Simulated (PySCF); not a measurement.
Compound: C6H6S.
Numbering: `[CH2:1]=[CH:2][c:3]1[cH:4][cH:5][s:6][cH:7]1` (hydrogens: H8, H9 on C1; H10 on C2; H11 on C4; H12 on C5; H13 on C7)

Structure used (GFN2-xTB), in Å, numbered top down from 1:
```xyz
13
C6H6S angstrom
C     -2.229   -0.453    0.341
C     -1.312    0.504    0.415
C      0.103    0.340    0.147
C      0.754   -0.868   -0.241
C      2.086   -0.716   -0.420
S      2.603    0.901   -0.124
C      0.997    1.372    0.245
H     -3.265   -0.256    0.553
H     -1.985   -1.465    0.066
H     -1.606    1.508    0.695
H      0.246   -1.804   -0.378
H      2.808   -1.453   -0.710
H      0.795    2.390    0.515
```

Computed with TDDFT CAM-B3LYP/def2-SVPD, vertical, gas phase, core orbitals frozen in the response in PySCF.

Transition dipole moments from the ground state, in atomic units and in the frame of the coordinates above (overall signs are arbitrary), for the states with f of 0.002 or more among the lowest 8:

```json
{"state": "S1", "E (eV)": "5.385", "μx": "1.331", "μy": "0.757", "μz": "-0.038"}
{"state": "S2", "E (eV)": "5.551", "μx": "-0.724", "μy": "-0.349", "μz": "0.036"}
{"state": "S3", "E (eV)": "5.932", "μx": "1.225", "μy": "-0.262", "μz": "-0.260"}
{"state": "S6", "E (eV)": "6.448", "μx": "0.057", "μy": "-0.080", "μz": "0.341"}
{"state": "S7", "E (eV)": "6.725", "μx": "-1.283", "μy": "-0.516", "μz": "0.087"}
{"state": "S8", "E (eV)": "6.828", "μx": "0.020", "μy": "-0.034", "μz": "0.140"}
```

(1) What oscillator strength does each state have?

(2) Label these states by symmetry in Cs.

(3) Which bond between heavy atoms lies closest to the direction of the S7 transition dipole?

(4) What angle do the transition dipoles of S1 and S2 make?

(5) How is the summed strength of these states shared among x, y and z?

Results:

(1) f = (2/3) ΔE |μ|² with ΔE in hartree (27.2114 eV).

| state | \|μ\|² (au) | \|μ\| (D) | f |
| --- | --- | --- | --- |
| S1 | 2.345 | 3.89 | 0.309 |
| S2 | 0.646 | 2.04 | 0.088 |
| S3 | 1.637 | 3.25 | 0.238 |
| S6 | 0.126 | 0.90 | 0.020 |
| S7 | 1.920 | 3.52 | 0.316 |
| S8 | 0.021 | 0.37 | 0.004 |

(2) Polarised normal to the mirror plane, so A″: S6 and S8. Polarised in the mirror plane, so A′: S1, S2, S3 and S7.

(3) C4–C5, at 16° from it; next C1–C2 at 25°.

(4) |cos θ| = |μa·μb| / (|μa| |μb|) = 1.00, so θ ≈ 4° (taken between 0 and 90°, since the signs are arbitrary).

(5) (2/3) Σ ΔE μα² gives 0.795 for x, 0.147 for y and 0.033 for z, 0.975 in all.

One conformer stands for the species.
